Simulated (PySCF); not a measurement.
Electric field gradients and quadrupole coupling constants

Species: C₅H₅S₂ (charge +1).
Cartesian coordinates in Å at the GFN2-xTB level; atoms count from 1:
```xyz
12
C5H5S2 angstrom
C     -2.3168   -0.3006    0.0413
C     -1.3159    0.5648    0.1829
C      0.0829    0.2094    0.1229
C      1.1165    1.0854    0.2666
S      2.7090    0.4706    0.1633
C      2.2229   -1.1122   -0.0972
S      0.5796   -1.4419   -0.1498
H     -2.1557   -1.3533   -0.1317
H     -3.3406    0.0245    0.0961
H     -1.5141    1.6133    0.3546
H      0.9893    2.1398    0.4414
H      2.9440   -1.9005   -0.2282
```

Field gradients from the PBE0/pcSseg-1 density (PySCF, non-relativistic), principal values in atomic units, ordered |Vxx| ≤ |Vyy| ≤ |Vzz|:

```tsv
atom	Vxx	Vyy	Vzz
S5	-0.7167	-0.8640	1.5808
S7	-0.7346	-0.9023	1.6369
```

Q: Find the asymmetry η = (Vxx − Vyy)/Vzz and the couplings χ = eQV/h (234.96 MHz × Q in barn × V in au), with Q(33S) = −0.0678 b.

A: 
```tsv
atom	environment	nucleus	η	χzz (MHz)	χxx (MHz)	χyy (MHz)
S5	ring sulfur	33S	0.09	-25.18	11.42	13.76
S7	ring sulfur	33S	0.10	-26.08	11.70	14.37
```

The tensor is traceless: Vxx + Vyy + Vzz = 0.

Q: What is Vzz at S5 in SI units (1 au = 9.71736 × 10²¹ V/m²)?

A: 1.5808 au = 15.361 × 10²¹ V/m².

Q: And the gradient at the other heavy atoms, for which no coupling is worked out here?

A: 
```json
{"atom": "C1", "environment": "terminal =CH2 carbon", "Vzz (au)": "0.450", "η": "0.18"}
{"atom": "C2", "environment": "alkene CH carbon", "Vzz (au)": "-0.262", "η": "0.65"}
{"atom": "C3", "environment": "substituted aromatic carbon", "Vzz (au)": "-0.338", "η": "0.14"}
{"atom": "C4", "environment": "aromatic CH next to a ring sulfur", "Vzz (au)": "-0.269", "η": "0.06"}
{"atom": "C6", "environment": "aromatic CH next to a ring sulfur", "Vzz (au)": "-0.316", "η": "0.50"}
```

Were the hydrogens deuterons (Q(2H) = 0.00286 b), χzz would run from 213 kHz (H10) to 221 kHz (H9).

One conformer (not necessarily the lowest) at the GFN2-xTB geometry, without solvent, vibrations or thermal averaging. GFN2-xTB bond lengths can be off by several hundredths of an ångström, more for odd bonds, and the gradients follow them. With a basis this small, the couplings can be 20 % off.

These values come from a run that also computed NMR shieldings. The run took 18 s on one thread of an x86-64 server (shared host).
